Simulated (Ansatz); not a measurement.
C$_{2}$H$_{5}$NSi (`C[SiH]1C=N1`), 9 atoms. Charge 0, multiplicity 1. All runs use 2 threads of an Intel Xeon on a shared host. Correlated methods freeze the cores.

(1) How many basis functions does each run have, and how long does it take in Ansatz? RKS LC-ωPBE/def2-TZVPP energy; RKS PBE0-D4/def2-TZVP frequencies; RKS ωB97M-V/def2-QZVPP energy; direct RPA on PBE orbitals/def2-TZVPP energy; RHF-MP2/def2-QZVPP energy; RKS PBE0-D4/def2-TZVP relaxation (8 steps); RKS ωB97M-V/def2-TZVPP energy and forces; RHF-CCSD(T)/def2-TZVPP energy; RKS PBE0-D4/def2-SVP energy; RKS PBE-QIDH (frozen core)/def2-TZVPP energy; RHF-CCSD(T)/def2-SVP energy; RKS SPW92 (LDA)/def2-TZVPP energy. (Best estimate.)

Answers

(1) The calculation gave: Other jobs shared the machine, so times are rough.

```
                                level                   job  functions  wall time  peak host memory (GiB)
                 RKS PBE0-D4/def2-SVP                energy         85     0.85 s                    0.16
           RKS SPW92 (LDA)/def2-TZVPP                energy        205      1.1 s                    0.23
               RKS LC-ωPBE/def2-TZVPP                energy        205      2.3 s                    0.31
                 RHF-CCSD(T)/def2-SVP                energy         85      2.3 s                    0.28
RKS PBE-QIDH (frozen core)/def2-TZVPP                energy        205      4.9 s                    0.44
direct RPA on PBE orbitals/def2-TZVPP                energy        205      5.5 s                    0.44
               RKS ωB97M-V/def2-TZVPP     energy and forces        205        9 s                    0.57
               RKS ωB97M-V/def2-QZVPP                energy        391       15 s                     1.2
                   RHF-MP2/def2-QZVPP                energy        391       16 s                     1.8
                RKS PBE0-D4/def2-TZVP  relaxation (8 steps)        160       22 s                    0.34
               RHF-CCSD(T)/def2-TZVPP                energy        205       36 s                     2.6
                RKS PBE0-D4/def2-TZVP           frequencies        160       94 s                    0.36
```

LC-ωPBE has ω = 0.4 bohr⁻¹.
